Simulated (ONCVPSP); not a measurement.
**hydrogen: variants of one ONCV potential**

Base potential:

ONCVPSP 4.0.1 input, shortened (lines: element, Z, core and valence counts, functional; n l f; lmax; l rc ep ncon nbas qcut; lloc lpopt rc5 dvloc0; l nproj debl; icmod fcfact rcfact), PBE, scalar-relativistic:

```
  H 1.00    0    1        4      upf
    1    0    1.00
    1
    0    1.30    0.00    4    8    4.80
    1    1.30    0.22    3    6    6.00
    4    5    1.00    2.00
    0    2    2.20
    1    2    2.20
    0    0.00    0.00
```

Cutoffs, loose and tight: the cutoffs (Ha) at which the residual kinetic energy of the hardest occupied pseudo-wave falls to 1 and 0.1 mHa per electron. They do not see the model core or the augmentation charge, which bear on the density cutoff. Test errors are all-electron minus pseudo excitation energies from the reference, over the configurations 1s0.5. A dash means not determined; rows that change the core or the reference have their own tests.

```tsv
change	outcome	cutoff, loose	cutoff, tight	bound ghosts	GHOST(+) flags above zero
base	generated	11 Ha	63 Ha	none	none
all radii scaled by about 0.78 (s 1.02, p 1.02 bohr); local potential polynomial inside 0.78 bohr (lpopt 5, dvloc0 2 Ha)	generated	18 Ha	141 Ha	none	none
all radii scaled by about 0.85 (s 1.10, p 1.10 bohr); local potential polynomial inside 0.84 bohr (lpopt 5, dvloc0 2 Ha)	generated	15 Ha	119 Ha	none	none
all radii scaled by about 0.91 (s 1.18, p 1.18 bohr); local potential polynomial inside 0.90 bohr (lpopt 5, dvloc0 2 Ha)	generated	13 Ha	99 Ha	none	none
all radii scaled by about 0.97 (s 1.26, p 1.26 bohr); local potential polynomial inside 0.98 bohr (lpopt 5, dvloc0 2 Ha)	generated	12 Ha	81 Ha	none	none
all radii scaled by about 1.08 (s 1.40, p 1.40 bohr); local potential polynomial inside 1.08 bohr (lpopt 5, dvloc0 2 Ha)	generated	10 Ha	43 Ha	none	none
all radii scaled by about 1.15 (s 1.50, p 1.50 bohr); local potential polynomial inside 1.16 bohr (lpopt 5, dvloc0 2 Ha)	generated	9.5 Ha	23 Ha	none	none
all radii scaled by about 1.20 (s 1.56, p 1.56 bohr); local potential polynomial inside 1.20 bohr (lpopt 5, dvloc0 2 Ha)	generated	9.2 Ha	19 Ha	none	none
all radii scaled by about 1.26 (s 1.64, p 1.64 bohr); local potential polynomial inside 1.26 bohr (lpopt 5, dvloc0 2 Ha)	generated	8.7 Ha	12 Ha	none	none
all radii scaled by about 1.32 (s 1.72, p 1.72 bohr); local potential polynomial inside 1.32 bohr (lpopt 5, dvloc0 2 Ha)	generated	8.4 Ha	11 Ha	none	none
```

Reading the sweep of the scale of all radii (base = 1) (base included, trends over the rows without a ghost): The loose cutoff falls from 18 Ha at 0.78 to 8.4 Ha at 1.32. A larger radius leaves more room for a smooth pseudo-wave, so fewer plane waves are needed; a smaller one forces it to follow the all-electron wave where it bends sharply.
